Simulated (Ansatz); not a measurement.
`[CH3][Zn][Br]` + CH₃SH → `C[S][Zn][Br]` + CH₄ at 298.15 K and 1 bar (ligand exchange at a Zn–C bond).

Program: Ansatz. Geometries: PBE0-D4/def2-TZVP. ΔE: electronic, gas phase. CCSD(T)/CBS adds triple-zeta CCSD(T) − MP2 to the extrapolated MP2 energy (def2 sets, frozen cores). This one scheme is used for every species. For Br, Zn outer-core shells are correlated without core-valence functions, which leaves a few kJ/mol of doubt a bond. Scalar relativity is left out up to krypton. Each species was taken in one conformer, which may not be the lowest.

| species | CCSD(T)/CBS energy (Eh) | H − E (kJ/mol) | S (J/(mol·K)) |
| --- | --- | --- | --- |
| `[CH3][Zn][Br]` | -4391.61974 | 111.4 | 302.8 |
| CH₃SH | -438.22835 | 133.0 | 253.2 |
| `C[S][Zn][Br]` | -4789.42259 | 124.6 | 361.0 |
| CH₄ | -40.46206 | 127.4 | 186.2 |

H − E and S are ideal-gas, rigid-rotor, harmonic terms from PBE0-D4/def2-TZVP, for one conformer and one mirror image of each species. 1 Eh = 2625.50 kJ/mol, R = 8.31446 J/(mol·K).

Task: By hand: ΔE, ΔH, ΔS and ΔG.

Result: ΔE = (-4789.42259) + (-40.46206) − (-4391.61974) − (-438.22835) = -0.03656 Eh = -96.0 kJ/mol. Δ(H − E) = 124.6 + 127.4 − 111.4 − 133.0 = 7.6, so ΔH = -88.4 kJ/mol. ΔS = 361.0 + 186.2 − 302.8 − 253.2 = -8.8 J/(mol·K). ΔG = -88.4 − 298.15 × (-8.8)/1000 = -85.8 kJ/mol.

Task: By hand: the equilibrium constant, and the temperature at which ΔG would vanish if ΔH and ΔS stayed fixed.

Result: log₁₀ K = −ΔG/(RT ln 10) = 15.0. ΔG = 0 at ΔH/ΔS = 10045 K, far beyond where these terms or the molecules hold.

The number of gas molecules stays the same, so ΔS is small and ΔH decides. A doubt of 5 kJ/mol in ΔE shifts log₁₀ K by 0.9 here. Other conformers and mirror images would add mixing entropy, several J/(mol·K) or more a flexible species. These are equilibria of isolated gas molecules and say nothing of rates. Largest T1 diagnostic: 0.012 (customary marks: 0.02 for closed shells, 0.045 for open ones).
